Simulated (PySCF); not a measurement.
# How methods differ on the ionisation energy of C⁺

C⁺ [He] 2s2 2p1 (2P) → C²⁺ [He] 2s2 (1S), as a difference of total energies. Calculation: PySCF 2.14, in cc-pVQZ; the non-relativistic Hamiltonian (point nucleus). Correlated levels: valence: 1s2 frozen. The calculations carry no spin-orbit coupling.

```json
{"method": "UHF", "ionisation energy (eV)": "24.169", "plus first-order spin-orbit estimate": "24.174", "error of that sum (eV)": "-0.209"}
{"method": "MP2 (valence)", "ionisation energy (eV)": "24.412", "plus first-order spin-orbit estimate": "24.417", "error of that sum (eV)": "+0.034"}
{"method": "SCS-MP2 (valence)", "ionisation energy (eV)": "24.372", "plus first-order spin-orbit estimate": "24.378", "error of that sum (eV)": "-0.005"}
{"method": "CCSD (valence)", "ionisation energy (eV)": "24.239", "plus first-order spin-orbit estimate": "24.244", "error of that sum (eV)": "-0.139"}
{"method": "CCSD(T) (valence)", "ionisation energy (eV)": "24.274", "plus first-order spin-orbit estimate": "24.279", "error of that sum (eV)": "-0.104"}
{"method": "CCSDT (valence)", "ionisation energy (eV)": "24.282", "plus first-order spin-orbit estimate": "24.287", "error of that sum (eV)": "-0.096"}
```

Reference: 24.383 eV (measured; NIST Atomic Spectra Database, ionization energies).

A first-order spin-orbit estimate (lowest level to lowest level, LS coupling) adds 0.005 eV.

Errors of the correlated levels include the incompleteness of this basis and the frozen core.

The coupled-cluster amplitudes are large for C²⁺ (T1 above 0.03 or a double amplitude above 0.15), so a single reference is strained.
